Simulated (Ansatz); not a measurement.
The cluster Li5Al2⁻. Charge -1, multiplicity 1. Geometry r2SCAN-D4/def2-TZVP, that of the neutral doublet.

```xyz
7

Al   -0.7259    0.2479    0.0410
Al    0.7595    0.7964    2.1046
Li    0.7933    2.4249   -0.0053
Li   -0.6030    0.7506   -2.5659
Li   -1.4565   -1.9707   -1.2273
Li    1.6933   -0.6806   -0.3057
Li   -0.4607   -1.5684    1.9585
```

The restricted singlet is unstable towards broken spin symmetry in Hartree–Fock (as tested in another run); at PBE-D4/def2-TZVPD, r2SCAN-D4/def2-TZVPD, PBE0-D4/def2-TZVPD this wasn't settled. At PBE-D4/def2-TZVPD, r2SCAN-D4/def2-TZVPD, PBE0-D4/def2-TZVPD the highest occupied level of the charge -1 singlet lies above zero (up to 0.64 eV). By energy differences its removal costs 0.32 eV (vertical, to the charge 0 doublet, at LC-ωPBE (ω = 0.30 bohr⁻¹)/def2-TZVP). At PBE0-D4/def2-TZVPD a triplet of charge -1 lies 0.31 eV below the restricted singlet at the same geometry. The structure comes from a short search, and lower isomers may exist.

(1) Estimate the orbital energies around the gap (eV) in Ansatz with PBE-D4/def2-TZVPD, r2SCAN-D4/def2-TZVPD, PBE0-D4/def2-TZVPD.

## Answers

(1) 
```tsv
orbital	PBE-D4/def2-TZVPD	r2SCAN-D4/def2-TZVPD	PBE0-D4/def2-TZVPD
HOMO−5	-5.22	-5.54	-6.50
HOMO−4	-2.79	-2.95	-3.65
HOMO−3	-0.97	-1.08	-1.61
HOMO−2	-0.66	-0.75	-1.14
HOMO−1	-0.15	-0.20	-0.61
HOMO	0.64	0.64	0.28
LUMO	0.69	0.73	1.11
LUMO+1	0.85	0.96	1.29
LUMO+2	1.10	1.18	1.57
LUMO+3	1.17	1.28	1.58
LUMO+4	1.34	1.55	1.78
LUMO+5	1.51	1.68	1.96
```
